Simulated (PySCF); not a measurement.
# CaF: from constants to spectrum

UHF-CCSD(T) constants of CaF, ²Σ⁺ (doublet), unpaired electrons σ ↑ (basis Ca def2-TZVPP, F def2-TZVPP; no relativity; PySCF 2.14; masses 39.9626 and 18.9984 u):

| Property | Result |
| --- | --- |
| ωe | 571.6 cm⁻¹ |
| ωexe | 2.75 cm⁻¹ |
| Be | 0.33065 cm⁻¹ |
| αe | 0.00225 cm⁻¹ |
| D (centrifugal) | 4.43e-07 cm⁻¹ |
| De to Ca + F | 5.06 eV |

**Question.** Give the vibrational terms G(v) and spacings up to v = 6.

**Answer.** G(v) = ωe(v+½) − ωexe(v+½)².

```json
{"v": "0", "G(v) (cm⁻¹)": "285", "G(v) − G(v−1)": "", "Bv (cm⁻¹)": "0.3295"}
{"v": "1", "G(v) (cm⁻¹)": "851", "G(v) − G(v−1)": "566", "Bv (cm⁻¹)": "0.3273"}
{"v": "2", "G(v) (cm⁻¹)": "1412", "G(v) − G(v−1)": "561", "Bv (cm⁻¹)": "0.3250"}
{"v": "3", "G(v) (cm⁻¹)": "1967", "G(v) − G(v−1)": "555", "Bv (cm⁻¹)": "0.3228"}
{"v": "4", "G(v) (cm⁻¹)": "2517", "G(v) − G(v−1)": "550", "Bv (cm⁻¹)": "0.3205"}
{"v": "5", "G(v) (cm⁻¹)": "3061", "G(v) − G(v−1)": "544", "Bv (cm⁻¹)": "0.3183"}
{"v": "6", "G(v) (cm⁻¹)": "3599", "G(v) − G(v−1)": "539", "Bv (cm⁻¹)": "0.3160"}
```

**Question.** How well does the Morse estimate ωe²/(4ωexe) reproduce De, and what is D0?

**Answer.** It gives 3.68 eV, 73 % of the computed De. D0 = De − G(0) = 5.06 − 0.04 = 5.02 eV.

Correlated steps freeze 6 core orbitals. The state was picked by a PBE0 search and need not be the measured ground state.
